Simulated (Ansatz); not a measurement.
Consider the ligand exchange at a Ga–O bond: `C[O][Ga]([OH])[OH]` + `O[SiH3]` → `[OH][Ga]([OH])[O][SiH3]` + CH₃OH.

Isolated molecules relaxed with PBE0-D4/def2-TZVP in Ansatz; ΔE leaves out vibrations. CCSD(T)/CBS adds triple-zeta CCSD(T) − MP2 to the extrapolated MP2 energy (def2 sets, frozen cores). This one scheme is used for every species. DFT in def2-TZVPP. B3LYP here is the variant with VWN-RPA as its local correlation; programs differ in this. For Ga outer-core shells are correlated without core-valence functions, which leaves a few kJ/mol of doubt a bond. Scalar relativity is left out up to krypton. One conformer a species, not always the lowest.

| level | ΔE (kcal/mol) | difference from CCSD(T)/CBS |
| --- | --- | --- |
| PBE0-D4 | -4.7 | 0.1 |
| B3LYP-D4 | -4.7 | 0.1 |
| HF/def2-TZVPP | -6.7 | -1.9 |
| MP2/def2-TZVPP | -4.7 | 0.1 |
| SCS-MP2/def2-TZVPP | -5.0 | -0.2 |
| CCSD/def2-TZVPP | -5.2 | -0.4 |
| HF/def2-QZVPP | -6.8 | -2.0 |
| SCS-MP2/def2-QZVPP | -5.0 | -0.2 |
| HF/CBS(def2) | -6.8 | -2.0 |
| CCSD/CBS(def2) | -5.1 | -0.3 |
| CCSD(T)/CBS | -4.8 | 0 |

Largest T1 diagnostic among the species: 0.014.

In def2-TZVPP, CCSD(T) changes the Hartree–Fock value by +1.8 kcal/mol (the triples alone add +0.3 kcal/mol) and MP2 by +2.0 kcal/mol. From PBE to PBE0 (25 % exact exchange), in def2-TZVPP and without D4, ΔE moves by −0.9 kcal/mol.
